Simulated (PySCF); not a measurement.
trigermane (Ge3H8), SMILES [GeH3][GeH2][GeH3].

Geometry: PBE0-D3(BJ)/def2-SVP.

Method: TDDFT-M06-2X/def2-SVPD (PySCF).

Vertical excitations.  State labels are in the subgroup C2.

```
state  symmetry  energy (eV)  λ (nm)      f                                          main pairs
-----  --------  -----------  ------  -----  --------------------------------------------------
S1            B         6.75     184  0.163                    HOMO→LUMO 71 %, HOMO→LUMO+1 17 %
S2            B         6.88     180  0.469                    HOMO→LUMO+1 79 %, HOMO→LUMO 14 %
S3            A         6.94     179  0.000                                    HOMO→LUMO+4 96 %
S4            A         7.03     176  0.088                                    HOMO→LUMO+2 88 %
S5            B         7.21     172  0.137                                    HOMO→LUMO+3 77 %
S6            A         7.42     167  0.011                                    HOMO−1→LUMO 80 %
S7            B         7.47     166  0.008                                    HOMO→LUMO+5 92 %
S8            A         7.57     164  0.148                                  HOMO−1→LUMO+1 94 %
S9            B         7.61     163  0.214                HOMO−1→LUMO+2 54 %, HOMO→LUMO+6 30 %
S10           B         7.88     157  0.052                                  HOMO−1→LUMO+4 78 %
T1            B         5.92     210      0                    HOMO→LUMO 62 %, HOMO→LUMO+1 18 %
T2            A         6.21     200      0                                    HOMO→LUMO+2 67 %
T3            B         6.37     195      0  HOMO→LUMO+1 65 %, HOMO→LUMO 13 %, HOMO→LUMO+3 12 %
T4            A         6.52     190      0                                    HOMO→LUMO+4 92 %
```
Triplets are in the Tamm–Dancoff approximation, which puts them higher than full response would, so one can lie above its singlet here.
